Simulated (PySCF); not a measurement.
C₄H₇BO.

```xyz
13

B      0.2012    -0.0838     0.0000
C     -0.2622    -1.5582     0.0000
C     -0.5726    -2.7351     0.0000
H     -0.8593    -3.7714     0.0000
C      1.7461     0.2243     0.0000
H      2.0297     1.2858     0.0000
H      2.2089    -0.2575    -0.8775
H      2.2089    -0.2575     0.8775
O     -0.7922     0.8325     0.0000
C     -0.6431     2.2246     0.0000
H     -1.1380     2.6411    -0.8911
H     -1.1380     2.6411     0.8911
H      0.4104     2.5438     0.0000
```

Geometry: PBE0-D3(BJ)/def2-SVP. The structure was generated by enumeration, and PubChem lists no compound with its InChIKey, so it may never have been made. One conformer was computed; it need not be the lowest.

The numbers are results of PySCF with PBE/pcSseg-1, not measurements. Non-relativistic, no solvent.

Computed absolute GIAO shielding of each atom: isotropic value and principal components (ppm):
```json
[
 {"atom": "B1", "σ(iso)": "58.4", "σ11": "16.4", "σ22": "67.1", "σ33": "91.8", "span": "75.4"},
 {"atom": "C2", "σ(iso)": "86.7", "σ11": "-17.0", "σ22": "-9.6", "σ33": "286.9", "span": "303.9"},
 {"atom": "C3", "σ(iso)": "84.9", "σ11": "12.0", "σ22": "22.6", "σ33": "220.0", "span": "208.0"},
 {"atom": "H4", "σ(iso)": "28.8", "σ11": "24.6", "σ22": "24.9", "σ33": "36.8", "span": "12.2"},
 {"atom": "C5", "σ(iso)": "178.4", "σ11": "153.7", "σ22": "189.5", "σ33": "192.0", "span": "38.3"},
 {"atom": "H6", "σ(iso)": "30.4", "σ11": "25.7", "σ22": "30.0", "σ33": "35.5", "span": "9.8"},
 {"atom": "H7", "σ(iso)": "30.8", "σ11": "27.1", "σ22": "29.0", "σ33": "36.3", "span": "9.2"},
 {"atom": "H8", "σ(iso)": "30.8", "σ11": "27.1", "σ22": "29.0", "σ33": "36.3", "span": "9.2"},
 {"atom": "O9", "σ(iso)": "130.6", "σ11": "-117.2", "σ22": "151.1", "σ33": "357.8", "span": "475.0"},
 {"atom": "C10", "σ(iso)": "123.6", "σ11": "93.1", "σ22": "102.1", "σ33": "175.6", "span": "82.5"},
 {"atom": "H11", "σ(iso)": "27.3", "σ11": "23.7", "σ22": "25.4", "σ33": "32.9", "span": "9.2"},
 {"atom": "H12", "σ(iso)": "27.3", "σ11": "23.7", "σ22": "25.4", "σ33": "32.9", "span": "9.2"},
 {"atom": "H13", "σ(iso)": "26.9", "σ11": "22.9", "σ22": "27.2", "σ33": "30.6", "span": "7.8"}
]
```
